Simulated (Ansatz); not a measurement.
Ga3Cl6⁺, relaxed as a singlet with RKS PBE-D4/def2-SVP in Ansatz, starting from the GFN1-xTB geometry. Force threshold 0.03 eV/Å.

The structure comes from a short search, and lower isomers may exist.

Start:

```
atom    x (Å)    y (Å)    z (Å)
 Ga1  -1.4341   0.6527   0.8138
 Ga2   0.3185  -1.3524  -0.7295
 Ga3   1.9831   0.4640  -0.5279
 Cl4   0.3308  -3.2805  -1.5879
 Cl5  -3.1774   1.3292   1.7330
 Cl6   3.7689   1.6457  -0.5931
 Cl7  -1.6023  -0.1031  -1.3437
 Cl8   0.3484   1.9839   0.7399
 Cl9  -0.5359  -1.3395   1.4955
```

```csv
step,energy (eV),largest force component (eV/Å),SCF passes
1,-232175.8286,0.507,17
2,-232175.8963,0.237,19
3,-232175.9093,0.128,18
4 (rejected),-232175.9006,0.369,18
5,-232175.9158,0.077,18
6,-232175.9192,0.039,18
7,-232175.9195,0.013,19
```

Force components are those of the run's own axes.

End:

Cartesian coordinates in Å:
```
Ga -1.4782 0.6339 0.8158
Ga 0.3622 -1.3890 -0.7521
Ga 1.8838 0.5183 -0.4511
Cl 0.4057 -3.3134 -1.6198
Cl -3.1811 1.4041 1.7774
Cl 3.7032 1.5668 -0.6318
Cl -1.5644 -0.0710 -1.3832
Cl 0.3814 1.9999 0.7415
Cl -0.5127 -1.3496 1.5034
```

By distances, no bond broke or formed. The bond that changes most is Ga3–Cl8, from 2.57 to 2.42 Å (atoms count from 1).

No frequencies were taken in this run, so the end may be a saddle point.

Run time 12 s (4 threads of Intel Xeon 6975P-C on a shared host).
